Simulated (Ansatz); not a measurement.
Program: Ansatz. Geometries: PBE0-D4/def2-TZVP. ΔE: electronic, gas phase. CBS: MP2 limit from def2 TZ/QZ plus the TZ coupled-cluster correction, frozen cores. This one scheme is used for every species. DFT in def2-TZVPP. For Ga outer-core shells are correlated without core-valence functions, which leaves a few kJ/mol of doubt a bond. Scalar relativity is left out up to krypton. Each species was taken in one conformer, which may not be the lowest.

Reaction (formal hydrolysis of a Ga–N bond): `C[NH][GaH][SH]` + H₂O → `[OH][GaH][SH]` + CH₃NH₂

Task: Is it downhill or uphill in electronic energy at CCSD(T)/CBS, and by how much? (Best estimate.)

Result: Ansatz gave: Downhill: ΔE = -12.7 kJ/mol.

Task: What do these levels give: PBE-D4, revPBE-D4, r2SCAN-D4, PBE-QIDH, PBE, revPBE, r2SCAN0, BHLYP, SCS-MP2/def2-TZVPP, HF/def2-QZVPP, HF/CBS(def2), MP2/CBS(def2)? (An estimate is asked.)

Result: The calculation gave: PBE-D4 -18.0, revPBE-D4 -17.1, r2SCAN-D4 -21.6, PBE-QIDH -18.2, PBE -22.2, revPBE -25.1, r2SCAN0 -21.3, BHLYP -25.5, SCS-MP2/def2-TZVPP -19.1, HF/def2-QZVPP -29.4, HF/CBS(def2) -29.4, MP2/CBS(def2) -11.3 kJ/mol.

Largest T1 diagnostic among the species: 0.014.

Leaving LDA and LC-ωPBE aside and taking each functional with its dispersion term where it has one, the values, not all of them listed here, spread over 8.9 kJ/mol, from B97M-V to PBE0-D4. LDA lies +8.8 kJ/mol from PBE without D4. In def2-TZVPP, CCSD(T) changes the Hartree–Fock value by +12.7 kJ/mol (the triples alone add +1.3 kJ/mol) and MP2 by +14.1 kJ/mol. At CCSD(T), def2-SVP lies −8.2 kJ/mol from the extrapolated value and def2-TZVPP −4.1 kJ/mol.
